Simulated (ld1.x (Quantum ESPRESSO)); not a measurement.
# u(r) = r·R(r): atom against pseudo-atom (boron)

Columns: radius, all-electron u(r) and pseudo u(r) of the 2s shell (level -9.39 eV) of boron in the configuration [He] 2s2 2p1; LDA (PZ), scalar-relativistic, RRKJ scheme, ld1.x (Quantum ESPRESSO) 7.5.

| r (bohr) | all-electron | pseudo |
| --- | --- | --- |
| 0.175 | 0.3088 | -0.0446 |
| 0.350 | 0.1600 | -0.1177 |
| 0.525 | -0.0879 | -0.2306 |
| 0.700 | -0.3175 | -0.3712 |
| 0.875 | -0.4953 | -0.5115 |
| 1.050 | -0.6176 | -0.6239 |
| 1.225 | -0.6911 | -0.6946 |
| 1.400 | -0.7253 | -0.7263 |
| 1.575 | -0.7300 | -0.7300 |
| 1.750 | -0.7134 | -0.7134 |
| 1.925 | -0.6825 | -0.6825 |
| 2.100 | -0.6425 | -0.6425 |
| 2.275 | -0.5973 | -0.5973 |
| 2.450 | -0.5498 | -0.5498 |
| 2.625 | -0.5021 | -0.5021 |
| 2.800 | -0.4555 | -0.4555 |
| 2.975 | -0.4109 | -0.4109 |
| 3.150 | -0.3691 | -0.3691 |
| 3.325 | -0.3301 | -0.3301 |
| 3.500 | -0.2943 | -0.2943 |
| 3.675 | -0.2616 | -0.2616 |
| 3.850 | -0.2319 | -0.2319 |
| 4.025 | -0.2051 | -0.2051 |
| 4.200 | -0.1811 | -0.1811 |
| 4.375 | -0.1596 | -0.1596 |
| 4.550 | -0.1404 | -0.1404 |

(1) How many radial nodes do the two functions have?

(2) At about which radius was the pseudo-wave matched?

(3) Where does each function peak?

(4) Is the pseudo-wave norm-conserving?

Answers

(1) The all-electron 2s function has n − l − 1 = 1; the pseudo-wave has 0, since the states of the same l below it are removed with the core.

(2) 1.60 bohr, where the columns begin to agree (steps of 0.17 bohr).

(3) Outermost all-electron maximum near 1.57 bohr, pseudo maximum near 1.57 bohr (to the table’s step).

(4) Yes: the RRKJ scheme keeps the norm inside the radius equal to the all-electron one, which fixes the energy derivative of the logarithmic derivative at the level.
